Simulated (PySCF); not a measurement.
## UHF on Nb (niobium, neutral)

Configuration: [Kr] 4d3 5s2, high-spin 4F determinant (an excited configuration). Computed with PySCF 2.14 in aug-cc-pVTZ-PP with one added diffuse shell each of s, p, d, f, g type with ECP28MDF (7s7p6d4f3g, 113 functions), with a scalar-relativistic core potential.

- Total energy: -56.122786 hartree
- One-electron energy: -94.9798 hartree
- Hartree (Coulomb) energy: 45.0669 hartree
- Exchange energy: -6.2098 hartree
- ⟨S²⟩: 3.7755
- ⟨L²⟩: 12.058
- Sum of ⟨r⟩: 23.82 bohr
- Sum of ⟨r²⟩: 62.45 bohr²

```csv
shell,electrons,mean orbital energy (hartree),"rms radius, mean of both spins (bohr)"
4s α,1,-2.83556,1.24
4s β,1,-2.69873,1.24
4p α,3,-1.77707,1.40
4p β,3,-1.59254,1.40
4d α,3,-0.39063,2.12
5s α,1,-0.24944,4.13
5s β,1,-0.20133,4.13
```

Energies and moments cover only the electrons outside the core potential.
